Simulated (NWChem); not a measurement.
System: CAuIO; SMILES [C-](->[Au][I])#[O+]

Input file for NWChem:

```
start job
memory heap 200 mb stack 900 mb global 1100 mb
geometry units angstroms noautoz
  Au     0.001688     0.648732     0.000000
  I     -0.000825    -1.903522     0.000000
  O     -0.007374     3.708325     0.000000
  C     -0.001983     2.577284     0.000000
end
basis spherical
  * library def2-svp
end
ecp
  I library def2-ecp
  Au library def2-ecp
end
dft
  xc xpbe96 cpbe96
  iterations 150
  mulliken
end
task dft energy
```

Coordinates come from a PBE0/def2-SVP optimisation. def2 effective core potentials on I, Au; no spin-orbit coupling.

Give the results of this calculation. (PBE/def2-SVP with def2 effective core potentials on I, Au.) Quantities: energy (Ha); highest occupied level (eV); orbital gap (eV); dipole (D).

The energy (Ha) is -546.66, the highest occupied level (eV) comes out as -6.11 and the orbital gap (eV) is 2.90. The dipole (D) is 3.13.
